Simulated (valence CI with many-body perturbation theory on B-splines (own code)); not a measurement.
The numbers below are computed, except where a source is named.
## Se IV in three bases

Level of theory: configuration interaction combined with many-body perturbation theory (CI+MBPT): three valence electrons over a frozen Dirac-Fock core [Ar] 3d10, a basis of 9 s, 9 p, 8 d, 6 f, 3 g, 1 h functions for each j, with the one-electron correlation potential Σ1 (screened to all orders), the two-electron term Σ2, the three-electron term Σ3, Breit, model QED; selected single and double excitations, second order for the rest, scaled by the run's own slope (own B-spline code, finite nucleus).

Set against measurement, 16 paired levels are off by 171 cm⁻¹ on average, the worst by 626. These come from a selection out of Moore, Atomic Energy Levels, vol. II, NSRDS-NBS 35 (1971 reprint of NBS Circular 467, 1952), an old analysis. Levels without a partner in it may be off by more.

The reference run has the lowest level 4s²4p ²P°_1/2 and an ionisation energy of 42.9541 eV. Its largest variational space holds 11738 state functions.

Changed runs:
A. basis 6 s, 6 p, 5 d, 3 f, 1 g
B. basis 5 s, 5 p, 4 d, 2 f

Excitation energies of the reference run in cm⁻¹, and shifts in cm⁻¹:

| Level | Reference | A | B |
| --- | --- | --- | --- |
| 4s²4p ²P°_3/2 | 4364 | -2.6 | -6.1 |
| 4s4p² ⁴P_1/2 | 79143 | -98 | -273 |
| 4s4p² ⁴P_3/2 | 80890 | -100 | -276 |
| 4s4p² ⁴P_5/2 | 83327 | -99 | -273 |
| 4s4p² ²D_3/2 | 103977 | -7.1 | +32 |
| 4s4p² ²D_5/2 | 104471 | -7.4 | +31 |
| 4s4p² ²S_1/2 | 128612 | +111 | +375 |
| 4s4p² ²P_1/2 | 136135 | +79 | +273 |
| 4s4p² ²P_3/2 | 138375 | +74 | +258 |
| 4s²4d ²D_3/2 | 153127 | +78 | +543 |
| 4s²4d ²D_5/2 | 153520 | +77 | +539 |
| 4s²5s ²S_1/2 | 157224 | -62 | -179 |
| Ionisation energy (eV) | 42.9541 | -0.0116 | -0.0334 |
